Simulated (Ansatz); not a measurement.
CH$_{6}$NSn, SMILES `[CH3][SnH][NH2]` radical, 9 atoms. The species carries charge 0 and has multiplicity 2. Correlated methods include outer-core shells of Sn, which these sets cover unevenly. Sn: def2 effective core potential. All runs use 4 threads of an Arm Neoverse V2 on a shared host. Correlated methods freeze the cores. Open-shell runs search over several starts.

How many basis functions does each run have, and how long does it take in Ansatz? direct RPA on PBE orbitals/def2-TZVPP energy; UKS PBE0-D4/def2-TZVP frequencies; UKS ωB97M-V/def2-TZVPP energy and forces; UKS ωB97M-V/def2-SVP energy; UHF-CCSD(T)/def2-SVP energy; UKS SPW92 (LDA)/def2-TZVPP energy; UKS PBE0-D4/def2-TZVPP energy; UHF-MP2/def2-QZVPP energy; UKS ωB97M-V/def2-QZVPP energy; UHF-CCSD(T)/def2-TZVPP energy; UKS PBE0-D4/def2-SVP energy; UKS PBE0-D4/def2-TZVP relaxation (17 steps). (Estimate.)

The calculation gave: Other jobs shared the machine, so times are rough.

```json
{"level": "UKS PBE0-D4/def2-SVP", "job": "energy", "functions": "84", "wall time": "1.1 s", "peak host memory (GiB)": "0.42"}
{"level": "UKS SPW92 (LDA)/def2-TZVPP", "job": "energy", "functions": "196", "wall time": "1.4 s", "peak host memory (GiB)": "0.23"}
{"level": "UKS PBE0-D4/def2-TZVPP", "job": "energy", "functions": "196", "wall time": "2.5 s", "peak host memory (GiB)": "0.49"}
{"level": "direct RPA on PBE orbitals/def2-TZVPP", "job": "energy", "functions": "196", "wall time": "4.7 s", "peak host memory (GiB)": "0.55"}
{"level": "UKS ωB97M-V/def2-SVP", "job": "energy", "functions": "84", "wall time": "4.8 s", "peak host memory (GiB)": "0.42"}
{"level": "UHF-CCSD(T)/def2-SVP", "job": "energy", "functions": "84", "wall time": "7 s", "peak host memory (GiB)": "0.62"}
{"level": "UKS ωB97M-V/def2-TZVPP", "job": "energy and forces", "functions": "196", "wall time": "9.5 s", "peak host memory (GiB)": "0.74"}
{"level": "UHF-MP2/def2-QZVPP", "job": "energy", "functions": "376", "wall time": "14 s", "peak host memory (GiB)": "1.7"}
{"level": "UKS ωB97M-V/def2-QZVPP", "job": "energy", "functions": "376", "wall time": "17 s", "peak host memory (GiB)": "1.7"}
{"level": "UKS PBE0-D4/def2-TZVP", "job": "relaxation (17 steps)", "functions": "148", "wall time": "35 s", "peak host memory (GiB)": "0.38"}
{"level": "UKS PBE0-D4/def2-TZVP", "job": "frequencies", "functions": "148", "wall time": "71 s", "peak host memory (GiB)": "0.42"}
{"level": "UHF-CCSD(T)/def2-TZVPP", "job": "energy", "functions": "196", "wall time": "3.3 min", "peak host memory (GiB)": "6.8"}
```
